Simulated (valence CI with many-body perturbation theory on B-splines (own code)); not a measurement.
Ag XLIII: E2, E3, M1, M2 decay

Level of theory: valence CI with perturbative core correlation (CI+MBPT): three valence electrons over a frozen Dirac-Fock core [He], radial functions for each j: 11 s, 11 p, 10 d, 8 f, 5 g, 2 h, with the one-electron correlation potential Σ1, the two-electron term Σ2, the three-electron term Σ3, Breit, model QED; selected CI, second order for the rest, scaled by the run's own slope (own B-spline code, finite nucleus).

The last digits are not significant, and no measured levels were compared; by estimate large intervals hold to a few tenths of a per cent, small ones and those within an open d or f shell to about a per cent.

Lines 1 to 27 of 27 in falling wavelength, among levels below 5520.0 eV, chosen from the decays that carry over 1 % of a level's rate. Wavelengths and rates use the calculated energies. Electric multipoles are in the length gauge, E1 and E2 with the static RPA response of the core. S is in atomic units (e²a₀⁴ for E2 and M2, e²a₀⁶ for E3), for M1 in squared Bohr magnetons. Weak lines are less certain than strong ones. Lines between different terms over intervals too small for the method are left out, as are lines whose strength nearly cancels. The highest levels of a list are the least certain.

Levels are named by their leading jj configuration (3d3/2^4 stands for four electrons in 3d with j = 3/2), which in mixed levels can hold well under half, so a name can repeat and another be missing. Letters in brackets count levels of one name in rising energy.

| λ vac (nm) | Upper | Lower | Type | A (s⁻¹) | S (a.u.) |
| --- | --- | --- | --- | --- | --- |
| 7.945 | (2s 2p1/2 2p3/2) J=3/2 [a] | (2s 2p1/2^2) J=1/2 | M1 | 2.90e+07 | 2.16e+00 |
| 6.353 | (2s^2 2p3/2) J=3/2 | (2s^2 2p1/2) J=1/2 | M1 | 3.45e+07 | 1.31e+00 |
| 0.3424 | (2s 2p3/2 3p3/2) J=7/2 | (2s 2p3/2^2) J=3/2 | E2 | 3.28e+09 | 1.10e-05 |
| 0.3394 | (2s^2 3p1/2) J=1/2 | (2s^2 2p3/2) J=3/2 | E2 | 1.84e+11 | 1.48e-04 |
| 0.3365 | (2s 2p3/2 3p3/2) J=7/2 | (2s 2p3/2^2) J=5/2 | E2 | 5.19e+10 | 1.60e-04 |
| 0.3355 | (2s 2p3/2 3p3/2) J=1/2 [b] | (2s 2p3/2^2) J=3/2 | E2 | 8.89e+10 | 6.75e-05 |
| 0.3351 | (2s 2p1/2 3p3/2) J=5/2 | (2s 2p1/2 2p3/2) J=5/2 | E2 | 5.15e+10 | 1.17e-04 |
| 0.3321 | (2s 2p3/2 3d5/2) J=9/2 | (2s 2p3/2^2) J=5/2 | M2 | 2.07e+09 | 7.46e-06 |
| 0.3321 | (2s 2p3/2 3d5/2) J=9/2 | (2s 2p3/2^2) J=5/2 | E3 | 9.22e+07 | 1.31e-05 |
| 0.3203 | (2s 2p3/2 3p3/2) J=7/2 | (2s 2p1/2 2p3/2) J=5/2 | E2 | 5.73e+10 | 1.38e-04 |
| 0.3193 | (2s 2p1/2 3p3/2) J=5/2 | (2s 2p1/2^2) J=1/2 | E2 | 1.00e+11 | 1.78e-04 |
| 0.3181 | (2s 2p3/2 3p3/2) J=7/2 | (2s 2p1/2 2p3/2) J=3/2 [a] | E2 | 7.46e+10 | 1.73e-04 |
| 0.3177 | (2s 2p3/2 3p3/2) J=1/2 [b] | (2s 2p1/2 2p3/2) J=3/2 [b] | E2 | 9.52e+10 | 5.50e-05 |
| 0.3163 | (2s 2p3/2 3d5/2) J=9/2 | (2s 2p1/2 2p3/2) J=5/2 | M2 | 3.22e+08 | 9.11e-07 |
| 0.3163 | (2s 2p3/2 3d5/2) J=9/2 | (2s 2p1/2 2p3/2) J=5/2 | E3 | 1.07e+08 | 1.07e-05 |
| 0.3142 | (2s 2p3/2 3d5/2) J=9/2 | (2s 2p1/2 2p3/2) J=3/2 [a] | E3 | 1.71e+08 | 1.64e-05 |
| 0.3082 | (2p1/2 2p3/2 3d3/2) J=7/2 | (2s 2p1/2 2p3/2) J=3/2 [b] | E2 | 8.69e+10 | 1.73e-04 |
| 0.3079 | (2p1/2 2p3/2 3d5/2) J=7/2 [a] | (2s 2p1/2 2p3/2) J=3/2 [b] | E2 | 6.92e+10 | 1.37e-04 |
| 0.3052 | (2p1/2^2 3d3/2) J=3/2 | (2s 2p1/2^2) J=1/2 | E2 | 3.20e+11 | 3.03e-04 |
| 0.3049 | (2p1/2 2p3/2 3d3/2) J=7/2 | (2s 2p1/2 2p3/2) J=5/2 | E2 | 1.86e+11 | 3.51e-04 |
| 0.3046 | (2p1/2 2p3/2 3d5/2) J=7/2 [a] | (2s 2p1/2 2p3/2) J=5/2 | E2 | 1.23e+11 | 2.31e-04 |
| 0.3037 | (2p1/2 2p3/2 3d5/2) J=9/2 | (2s 2p1/2 2p3/2) J=5/2 | E2 | 4.94e+11 | 1.14e-03 |
| 0.3036 | (2p1/2 2p3/2 3d3/2) J=1/2 [a] | (2s 2p1/2 2p3/2) J=3/2 [a] | E2 | 4.34e+11 | 2.00e-04 |
| 0.3033 | (2p3/2^2 3d5/2) J=9/2 | (2s 2p3/2^2) J=5/2 | E2 | 4.96e+11 | 1.14e-03 |
| 0.3029 | (2p1/2 2p3/2 3d3/2) J=7/2 | (2s 2p1/2 2p3/2) J=3/2 [a] | E2 | 2.15e+11 | 3.93e-04 |
| 0.3026 | (2p1/2 2p3/2 3d5/2) J=7/2 [a] | (2s 2p1/2 2p3/2) J=3/2 [a] | E2 | 2.72e+11 | 4.93e-04 |
| 0.2482 | (2s 2p3/2 4f7/2) J=9/2 | (2s 2p3/2^2) J=5/2 | E2 | 5.45e+11 | 4.58e-04 |
